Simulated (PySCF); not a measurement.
## Electronic absorption of cyclo-(Cl2SnO)2

Cyclo-(Cl2SnO)2.
Z-matrix (Å and degrees, PBE0-D3(BJ)/def2-SVP geometry), rows numbered from 1:
```
Sn
Cl  1  2.3081
Cl  1  2.3080  2  107.68
O   1  1.9999  2  115.66  3   130.96
Sn  4  1.9999  1   94.22  2   116.47
Cl  5  2.3077  4  115.68  1   116.76
Cl  5  2.3083  4  115.50  1  -116.13
O   1  1.9995  2  115.71  3  -130.95
```

Computed, not measured: TDDFT PBE0/def2-SVPD, vertical, gas phase, core orbitals frozen in the response, def2 core potentials past Kr in PySCF 2.14.0, density-fitted response routines. Spin–orbit coupling is left out.

```csv
state,λ (nm),E (eV),f,|μ| (D),"main configurations (H = HOMO, L = LUMO)"
S1,289.6,4.28,0.0000,0.00,H-1→L (98%)
S2,273.8,4.53,0.031,1.34,H→L (96%)
S3,264.9,4.68,0.013,0.87,H-2→L (95%)
S4,250.5,4.95,0.0000,0.01,H-3→L (90%)
S5,250.3,4.95,0.0000,0.00,H-4→L (95%)
S6,244.5,5.07,0.0000,0.01,H-6→L (88%)
S7,242.3,5.12,0.0000,0.00,"H-7→L (90%), H-6→L+1 (8%)"
S8,238.5,5.20,0.136,2.63,H-5→L (93%)
S9,237.4,5.22,0.0000,0.00,H→L+1 (98%)
S10,235.9,5.25,0.114,2.39,H-8→L (92%)
```

Triplets, Tamm–Dancoff:

| state | E (eV) | λ (nm) | main configurations (H = HOMO, L = LUMO) |
| --- | --- | --- | --- |
| T1 | 3.74 | 331.4 | H→L (96%) |
| T2 | 3.99 | 310.9 | H-1→L (95%) |
| T3 | 4.32 | 287.1 | H-2→L (85%), H-5→L (9%) |
| T4 | 4.56 | 271.7 | H-3→L (84%) |

The lowest singlet lies at 4.28 eV (290 nm, ultraviolet) and is dark (f under 0.0005); its leading configuration is HOMO-1→LUMO (98%). The most intense listed level is S8 at 5.20 eV (238 nm, f = 0.136), 0.92 eV above S1. S4/S5 lie within about 0.01 eV of each other. Löwdin shares by element: HOMO oxygen 90%; LUMO tin 32%, chlorine 24% or more (atoms not listed hold the other 44%). Orbital energies (eV): HOMO-3 -9.96, HOMO-2 -9.80, HOMO-1 -9.58, HOMO -9.44, LUMO -3.85, LUMO+1 -2.69, LUMO+2 -1.48. The listed states span 0.97 eV, and the widest gap between neighbours is 0.27 eV (S3 to S4). All these states lie below the vertical ionisation energy of 11.02 eV (ΔSCF). Singlets were solved by full linear response, triplets in the Tamm–Dancoff approximation.

One conformer stands for the species.
